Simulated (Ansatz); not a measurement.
Abridged output of a molecular run in Ansatz:

```
Functional definition: HF
2052 factors; integrals over basis functions are off by at most 1.0e-3 eV
mean field evaluation 1: about -10350.0521 eV, gradient 4.7e1 eV
mean field evaluation 2: about -10350.5383 eV, gradient 4.7e1 eV
mean field evaluation 4: about -10355.7721 eV, gradient 4.9e0 eV
mean field evaluation 8: about -10355.8433 eV, gradient 3.0e-1 eV
mean field -10355.84361602 eV, -380.5702334459 hartree, gradient 1.5e-6 eV, S^2 0.000000; 0 other end points of the search recorded, 0 dependent functions left out; unrestricted orbitals would lower it
8 core orbitals not correlated: weight in the atoms' cores, before any rotation towards them, 1.000 or more for the frozen orbitals, at most 0.000 for the correlated occupied ones
reference -10355.84361602 eV, -380.5702334459 hartree; 21, 21 occupied and 303, 303 virtual orbitals, 2052 factors
second order -38.52585406 eV of doubles, -0.00000000 eV of singles
cycle   1  -37.86383982 eV  change    6.6e-1 eV  update   1.4e-1
cycle   2  -38.80900891 eV  change   -9.5e-1 eV  update   4.5e-2
cycle   3  -39.02335283 eV  change   -2.1e-1 eV  update   2.0e-2
cycle   4  -39.01306486 eV  change    1.0e-2 eV  update   5.7e-3
cycle   5  -39.00990351 eV  change    3.2e-3 eV  update   2.7e-3
cycle   6  -39.01205889 eV  change   -2.2e-3 eV  update   7.6e-4
cycle   7  -39.01179541 eV  change    2.6e-4 eV  update   2.7e-4
cycle   8  -39.01162729 eV  change    1.7e-4 eV  update   1.0e-4
cycle   9  -39.01163491 eV  change   -7.6e-6 eV  update   4.0e-5
perturbative correction -1.91322392 eV, -0.0703096824 hartree
Total energy: -10396.76847485 eV, -382.0741942680 hartree
```

Its atoms:

Cartesian coordinates in Å:
```
O -1.1381 0.1163 -2.5057
C -0.5911 0.0362 -1.2616
C 0.3531 0.9878 -0.9062
C 0.9395 0.9503 0.3479
C 0.5911 -0.0362 1.2616
O 1.1381 -0.1164 2.5057
C -0.3531 -0.9878 0.9063
C -0.9396 -0.9503 -0.3479
H -1.7706 -0.5978 -2.6182
H 0.6228 1.7558 -1.6208
H 1.6778 1.7007 0.6154
H 1.7708 0.5976 2.6181
H -0.6228 -1.7558 1.6209
H -1.6779 -1.7007 -0.6154
```

(1) Which basis set was used?
A. def2-QZVPP
B. def2-TZVPP
C. cc-pV(D+d)Z
D. cc-pV(Q+d)Z

(2) Write the keys of the input that set method, charge and spin (a neutral closed shell needs none for the last two).

Answers

(1) B. It gives 332 functions.

(2) 
```yaml
correlation: {method: ccsd_t}
```
